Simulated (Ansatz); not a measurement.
C3H3, doublet, geometry from GFN2-xTB. Base run: BLYP/def2-SVP (Ansatz, a first-principles code).

Here is a job for Ansatz.
Ansatz 0.2 input:
```yaml
crystal:
  periodic: [false, false, false]
  atoms:
    - {symbol: C, position_ang: [-0.83809205, -0.53136753, 0.74537963]}
    - {symbol: C, position_ang: [0.07485540, 0.04745986, -0.06657466]}
    - {symbol: C, position_ang: [0.89824084, 0.56950310, -0.79887457]}
    - {symbol: H, position_ang: [-0.83974223, -0.32796193, 1.80085104]}
    - {symbol: H, position_ang: [-1.57644059, -1.20394750, 0.34804593]}
    - {symbol: H, position_ang: [1.60615765, 1.01833687, -1.42847936]}
basis:
  gaussian:
    orbitals: def2-SVP
hamiltonian:
  xc: blyp
magnetization: {spin_polarized: true, initial_magnetization: 1}
```

The base run was repeated with changes; each row names its change, and settings that it needs were set with it.

| change | ΔE vs base (mEh) |
|---|---|
| base | 0.000 |
| occupation = up:A1:7 B1:2 B2:2 down:A1:7 B1:1 B2:2 | 0.000 |
| symmetry_tolerance_ang = 0.01 | 0.000 |
| occupation = up:A1:7 B1:3 B2:1 down:A1:7 B1:1 B2:2 | 292.3 |
| occupation = up:A1:8 B1:1 B2:2 down:A1:7 B1:1 B2:2 | 247.0 |
| occupation = up:A1:6 B1:2 B2:2 A2:1 down:A1:7 B1:1 B2:2 | 1529.4 |
| occupation = up:A1:6 B1:2 B2:3 down:A1:7 B1:1 B2:2 | 425.4 |
